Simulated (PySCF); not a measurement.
SMILES C=CC[SiH2]SC at its GFN2-xTB optimised geometry (Å):

```
16

C      2.7463    -1.8795    -1.0589
C      2.1941    -1.2919    -0.0134
C      1.6851     0.1039     0.0000
Si    -0.2122     0.1039     0.0000
S     -0.8341     2.1569     0.0000
C     -2.6351     1.9142    -0.0183
H      2.8870    -1.3562    -1.9905
H      3.0867    -2.9002    -1.0289
H      2.0614    -1.8410     0.9096
H      2.0550     0.6482    -0.8696
H      2.0437     0.6225     0.8906
H     -0.7706    -0.5291     1.1967
H     -0.7630    -0.5365    -1.1948
H     -3.0867     2.9002    -0.0220
H     -2.9203     1.3705    -0.9132
H     -2.9387     1.3688     0.8694
```

Level of theory: PBE0/def2-TZVP in PySCF 2.14.0. Cells within 0.4 Å of a nucleus heavier than hydrogen are left out (blank, or x).

Map of the electrostatic potential (hartree/e), clipped to [-0.08, 0.12] on the plane z = 0.0 Å:

```
|2222222211111111111111111111111|
|2222222221111111111111111111111|
|2222222222111000001111111111111|
|2222233322111000000111111111111|
|2222334432211000000111111111111|
|2223468853332210000111111111111|
|2223599995589962100111111111111|
|2223599999999999311111111111111|
|2223499999999999831111111111111|
|22224999x999xx99942222222211111|
|2222499xx9999x99953222222211111|
|2222379999999999964443222211111|
|2222349999999999998997422111111|
|2222234676799999999999832111111|
|22222233457999xx999xx9942111111|
|22222223347999xx999xx9942111111|
|2222222233599999999999962100111|
|2222222223479999999999993000011|
|222222222224699999999x994000011|
|222222222222357765999x995000011|
|2222222222222334335999994100011|
|2222222221122222222599984100111|
|2222222211111222111235653211111|
|2222222211111111111122333211111|
|2222222111111111111112233221111|
|2222222111111111111112233222211|
|2222221111111111111122222222221|
|2222221111111111111122222222222|
|2222211111111111111222222222222|
|2222211111111111111222222222222|
|2222111111111111112222222222222|
```
Scale: ten equal steps from -0.029 (start of '0') to 0.120 (end of '9'), in the order '0123456789'; x runs from -5.50 to 5.50, y from -5.50 (bottom) to 5.50 (top).
